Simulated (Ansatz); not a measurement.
Program: Ansatz. Geometries: PBE0-D4/def2-TZVP. ΔE: electronic, gas phase. CBS: MP2 limit from def2 TZ/QZ plus the TZ coupled-cluster correction, frozen cores. Functionals use def2-TZVPP. HSE06 is defined as in plane-wave codes. Elements past krypton have def2 core potentials. For Ge, I outer-core shells are correlated without core-valence functions, which leaves a few kJ/mol of doubt a bond. Scalar relativity is left out up to krypton. One conformer a species, not always the lowest.

`[F][GeH2][I]` + `C[SiH2][SiH](F)F` → `[CH3][GeH2][I]` + `F[SiH2][SiH](F)F`  (redistribution)

```tsv
level	ΔE (eV)
PBE-D4	-0.46
ωB97X-V	-0.53
PBE	-0.47
r2SCAN	-0.51
PBE0	-0.52
HSE06	-0.52
CCSD/def2-TZVPP	-0.62
SCS-MP2/def2-QZVPP	-0.64
```

Problem. What does CCSD(T)/CBS give? (Estimate.)

Solution. Ansatz gave: -0.64 eV. The listed levels differ from it by 0.18, 0.11, 0.17, 0.13, 0.12, 0.12, 0.02, 0.00 eV.

Largest T1 diagnostic among the species: 0.012.

From PBE to PBE0 (25 % exact exchange), in def2-TZVPP and without D4, ΔE moves by −0.05 eV. At CCSD(T), def2-SVP lies +0.25 eV from the extrapolated value and def2-TZVPP +0.04 eV. Leaving LDA and LC-ωPBE aside and taking each functional with its dispersion term where it has one, the values, not all of them listed here, spread over 0.16 eV, from BHLYP-D4 to revPBE-D4.
